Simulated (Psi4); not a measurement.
Internal rotation in C9H8OS2, SMILES s1c(-c2cscc2)c(cc1)OC. Scanned: dihedral C1–O2–C3–C4; all other coordinates were relaxed at GFN2-xTB. Points at φ and −φ are mirror images.

Geometry of the scan point at -90° (Å):
```
20

C      2.2158    -1.9914    -0.6360
O      0.9433    -1.3949    -0.4758
C      0.9938    -0.0534    -0.1738
C      1.0451     0.4340     1.1562
C      1.0654     1.7878     1.2152
S      1.0260     2.5039    -0.3459
C      0.9785     0.9496    -1.1178
C      0.9146     0.8441    -2.5545
C      1.1374     1.9417    -3.4372
C      1.0250     1.5976    -4.7398
S      0.6395    -0.0692    -4.9395
C      0.6322    -0.3057    -3.2420
H      2.8075    -1.9160     0.2828
H      2.0332    -3.0395    -0.8655
H      2.7715    -1.5259    -1.4573
H      1.0584    -0.2128     2.0147
H      1.0995     2.4187     2.0805
H      1.3718     2.9325    -3.0911
H      1.1441     2.2171    -5.6060
H      0.4004    -1.2702    -2.8392
```

Calculation: PBE-D3(BJ)/def2-SVP // GFN2-xTB (Psi4).

Scanned values (°): -150, -120, -90, -60, -30, 0, 30, 60, 90, 120, 150, 180.

Question: Locate the minima and the barriers on this grid.

Answer: Lower than their neighbours: 0° (0.0 mEh). Higher than their neighbours: 180° (7.6 mEh). The whole profile spans 7.6 mEh.
